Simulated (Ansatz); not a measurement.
Two members of one family (Series SiHMe2X), computed with Ansatz in the gas phase. Binding counts from free atoms in the multiplicity of their measured ground term, without zero-point energy. The structures are stationary points that may keep the symmetry of their start.

First: SiHMe2(OSiMe3) (singlet, charge 0, r2SCAN-D4/def2-SVP geometry).

| atom | x (Å) | y (Å) | z (Å) |
| --- | --- | --- | --- |
| Si1 | 0.512 | 0.616 | 1.601 |
| H2 | 0.856 | 2.015 | 1.170 |
| C3 | -0.539 | 0.675 | 3.147 |
| H4 | -0.006 | 1.164 | 3.978 |
| H5 | -0.810 | -0.345 | 3.468 |
| H6 | -1.474 | 1.231 | 2.968 |
| C7 | 2.096 | -0.339 | 1.898 |
| H8 | 2.693 | 0.116 | 2.705 |
| H9 | 2.724 | -0.368 | 0.992 |
| H10 | 1.874 | -1.380 | 2.187 |
| O11 | -0.375 | -0.123 | 0.402 |
| Si12 | -0.521 | -0.212 | -1.263 |
| C13 | -1.267 | 1.391 | -1.890 |
| C14 | -1.645 | -1.660 | -1.634 |
| C15 | 1.181 | -0.477 | -2.014 |
| H16 | -1.406 | 1.372 | -2.984 |
| H17 | -0.620 | 2.252 | -1.651 |
| H18 | -2.252 | 1.573 | -1.430 |
| H19 | -2.629 | -1.525 | -1.157 |
| H20 | -1.808 | -1.779 | -2.718 |
| H21 | -1.216 | -2.601 | -1.251 |
| H22 | 1.854 | 0.368 | -1.789 |
| H23 | 1.649 | -1.394 | -1.623 |
| H24 | 1.127 | -0.570 | -3.112 |

```csv
level,HOMO (eV),LUMO (eV),gap (eV),binding per atom (eV)
PBE-D4/def2-SVP,-6.30,0.55,6.85,4.05
PBE-D4/def2-TZVP,-6.45,0.04,6.49,4.05
r2SCAN-D4/def2-TZVP,-6.77,0.65,7.41,4.03
PBE0-D4/def2-SVP,-7.74,1.38,9.12,4.02
PBE0-D4/def2-TZVP,-7.83,0.81,8.64,4.02
```

Second: SiHMe2(NiPr2) (singlet, charge 0, r2SCAN-D4/def2-SVP geometry).

```xyz
31

Si   -0.7019    0.6913    1.3341
H    -2.1525    0.3313    1.4048
C     0.1550    0.0864    2.8989
H     0.0191   -0.9994    3.0266
H    -0.2482    0.5890    3.7945
H     1.2385    0.2887    2.8685
C    -0.5439    2.5668    1.2433
H    -1.0869    2.9652    0.3712
H     0.5100    2.8794    1.1546
H    -0.9533    3.0449    2.1495
N    -0.0447   -0.0749   -0.0912
C     1.3754    0.1359   -0.3861
C     2.1899   -1.1614   -0.3307
C     1.6002    0.8934   -1.6999
C    -0.8113   -0.9144   -1.0192
C    -1.3452   -2.1841   -0.3471
C    -1.9295   -0.1347   -1.7188
H     1.7648    0.7862    0.4225
H     1.8758   -1.8673   -1.1180
H     3.2641   -0.9621   -0.4779
H     2.0588   -1.6591    0.6436
H     1.2506    0.3073   -2.5658
H     1.0532    1.8493   -1.6936
H     2.6714    1.1054   -1.8573
H    -0.1077   -1.2415   -1.8071
H    -2.0710   -1.9315    0.4448
H    -0.5226   -2.7521    0.1160
H    -1.8559   -2.8379   -1.0734
H    -2.4467   -0.7604   -2.4663
H    -2.6831    0.2084   -0.9907
H    -1.5224    0.7521   -2.2299
```

Question: Estimate how these quantities change from the first to the second (second minus first).

Answer: 
| level | Δ HOMO (eV) | Δ LUMO (eV) | Δ gap (eV) | Δ binding per atom (eV) |
| --- | --- | --- | --- | --- |
| PBE-D4/def2-SVP | 1.80 | 0.01 | -1.79 | 0.07 |
| PBE-D4/def2-TZVP | 1.81 | 0.04 | -1.77 | 0.04 |
| r2SCAN-D4/def2-TZVP | 1.90 | 0.07 | -1.83 | 0.01 |
| PBE0-D4/def2-SVP | 1.91 | 0.02 | -1.88 | 0.06 |
| PBE0-D4/def2-TZVP | 1.90 | 0.05 | -1.85 | 0.03 |
